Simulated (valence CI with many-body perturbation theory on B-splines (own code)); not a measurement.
**Pb⁴³⁺ in three bases**

Computed by configuration interaction combined with many-body perturbation theory (CI+MBPT): three valence electrons over a frozen Dirac-Fock core [Kr], a basis of 7 s, 7 p, 8 d, 6 f, 4 g, 1 h functions for each j, with the one-electron correlation potential Σ1 (screened to all orders), the two-electron term Σ2, the three-electron term Σ3, Breit, model QED; selected single and double excitations, second order for the rest, scaled by the run's own slope (own B-spline code, finite nucleus).

The last digits are not significant, and no measured levels were compared; by estimate large intervals hold to a few tenths of a per cent, small ones and those within an open d or f shell to about a per cent. Only levels of the ground parity were solved; by the run's estimate the other parity begins above the list, which can be wrong where configurations are misplaced.

The reference run has the lowest level (4d3/2^3) J=3/2 and an ionisation energy of 2164.59 eV. Its largest variational space holds 4903 state functions.

Levels are named by their leading jj configuration (3d3/2^4 stands for four electrons in 3d with j = 3/2), which in mixed levels can hold well under half, so a name can repeat and another be missing. Letters in brackets count levels of one name in rising energy.

Changed runs:
A. basis 6 s, 6 p, 5 d, 5 f, 1 g
B. basis 5 s, 5 p, 4 d, 4 f

Excitation energies of the reference run in cm⁻¹, and shifts in cm⁻¹:

```csv
Level,Reference,A,B
(4d3/2^2 4d5/2) J=5/2 [a],227283,-171,-510
(4d3/2^2 4d5/2) J=3/2,248356,-128,-112
(4d3/2^2 4d5/2) J=7/2,265319,-32,+90
(4d3/2^2 4d5/2) J=9/2,266402,+4.0,+253
(4d3/2^2 4d5/2) J=1/2,268027,-77,+168
(4d3/2^2 4d5/2) J=5/2 [b],349497,+72,+712
(4d3/2 4d5/2^2) J=7/2 [a],487512,-152,-382
(4d3/2 4d5/2^2) J=9/2,505623,-120,-160
(4d3/2 4d5/2^2) J=3/2 [a],520862,-74,-55
(4d3/2 4d5/2^2) J=1/2,531770,-36,+336
(4d3/2 4d5/2^2) J=5/2 [a],535639,-80,+144
(4d3/2 4d5/2^2) J=11/2,540700,+2.9,+461
Ionisation energy (eV),2164.59,-0.046,-0.12
```
